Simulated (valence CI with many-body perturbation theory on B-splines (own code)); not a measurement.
# Cd XVII: key properties

Calculated by valence CI with perturbative core correlation (CI+MBPT): four valence electrons over a frozen Dirac-Fock core [Ar] 3d10, a basis of 9 s, 9 p, 8 d, 6 f, 3 g, 1 h functions for each j, with the one-electron correlation potential Σ1 (screened to all orders), the two-electron term Σ2, the three-electron term Σ3, Breit, model QED; selected single and double excitations, second order for the rest, scaled by the run's own slope (own B-spline code, finite nucleus).

No measured levels were compared; by estimate levels hold to about 250 cm⁻¹ or 0.2 % of their energy and the worst to 1 %, as in measured heavy ions of charge 2 to 7; those with d or f electrons hold less well.

Levels are named by their leading jj configuration (3d3/2^4 stands for four electrons in 3d with j = 3/2), which in mixed levels can hold well under half, so a name can repeat and another be missing.

Rates and lifetimes use the calculated energies. Strong lines usually hold to 10 to 20 %, long lifetimes can be off by a factor of two.

What is the ground level?

(4s^2 4p1/2^2) J=0, composition 82 % 4s2.4p2 3P + 17 % 4s2.4p2 1S.

Name the longest-lived excited levels whose lifetime is computed, and their main decay.

(4s^2 4p1/2 4p3/2) J=2 at 65545 cm⁻¹ lives 30.9 ms, mostly by M1 to (4s^2 4p1/2 4p3/2) J=1; (4s^2 4p1/2 4p3/2) J=1 at 50611 cm⁻¹ lives 516 μs, mostly by M1 to (4s^2 4p1/2^2) J=0; (4s^2 4p3/2^2) J=2 at 128450 cm⁻¹ lives 181 μs, mostly by M1 to (4s^2 4p1/2 4p3/2) J=1. The lifetime of (4s^2 4p3/2 4d5/2) J=4 is too uncertain to give, and may be longer.

What is the ionisation energy?

421.62 eV; NIST lists 421 ± 3 eV (theoretical).

Among levels below 889180 cm⁻¹, which E1 lines absorb most strongly from the ground level?

to (4s^2 4p1/2 4d3/2) J=1 at 15.49 nm, f = 1.82; to (4s 4p1/2^2 4p3/2) J=1 at 25.23 nm, f = 0.313; to (4s 4p1/2 4p3/2^2) J=1 at 19.32 nm, f = 0.209.

How well does LS coupling describe the low levels?

Among the lowest 20 levels the leading LS term, summed over configurations, holds 73 % on average. For single configurations the figures are 70 % in LS and 81 % in jj coupling. Terms mix most in the J = 2 level at 472770 cm⁻¹, where the leading one holds 38 %.

Where does the other parity begin?

At (4s 4p1/2^2 4p3/2) J=2, 334690 cm⁻¹.

What are the static dipole polarisabilities of the lowest levels?

(4s^2 4p1/2^2) J=0 0.401; (4s^2 4p1/2 4p3/2) J=1 0.417 (tensor 0.016); (4s^2 4p1/2 4p3/2) J=2 0.416 (tensor 0.013); (4s^2 4p3/2^2) J=2 0.429 (tensor 0.021) bohr³, of which the core gives 0.0237.
